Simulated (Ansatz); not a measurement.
Basis-set series for Cl2GeH2, SMILES `[Cl][GeH2][Cl]`. Total charge 0; spin multiplicity 1. The structure was optimised at the PBE0-D4/def2-TZVP level.

```
functional       basis  functions  energy (Eh)  HOMO (eV)  LUMO (eV)
   PBE0-D4    def2-SVP         78  -2997.57042      -8.87      -0.34
   PBE0-D4  def2-QZVPP        289  -2998.22555      -9.04      -0.83
   ωB97M-V    def2-SVP         78  -2997.96972     -11.04       1.82
   ωB97M-V  def2-QZVPP        289  -2998.61846     -11.27       1.01
```

Q: Give the rows for def2-TZVPP. (An estimate is asked.)

A: Ansatz gave: 
| functional | basis | functions | energy (Eh) | HOMO (eV) | LUMO (eV) |
| --- | --- | --- | --- | --- | --- |
| PBE0-D4 | def2-TZVPP | 160 | -2998.15343 | -9.01 | -0.69 |
| ωB97M-V | def2-TZVPP | 160 | -2998.54856 | -11.24 | 1.31 |

Positive LUMOs are unbound and depend on the basis. Scalar relativity is left out up to krypton.
